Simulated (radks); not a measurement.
Question: Neutral molybdenum: order these configurations by energy. All-electron calculation, scalar-relativistic Kohn-Sham, r2SCAN, spin-polarised, spherical densities, finite nucleus; meta-GGA in the generalised Kohn-Sham scheme; Fermi nuclear charge, rms radius of each element as measured or else 0.836 A^(1/3) + 0.57 fm. Program: a radial shooting solver on a logarithmic mesh with Libxc functionals. Open shells are filled with parallel spins first. [Kr] 4d4 5s1 5p1; [Kr] 4d4 5s2; [Kr] 4d5 5p1; [Kr] 4d5 5s1; [Kr] 4d6.

Answer: From the lowest, in eV above it: [Kr] 4d5 5s1 0.000; [Kr] 4d4 5s2 2.874; [Kr] 4d5 5p1 3.647; [Kr] 4d6 4.034; [Kr] 4d4 5s1 5p1 4.574.
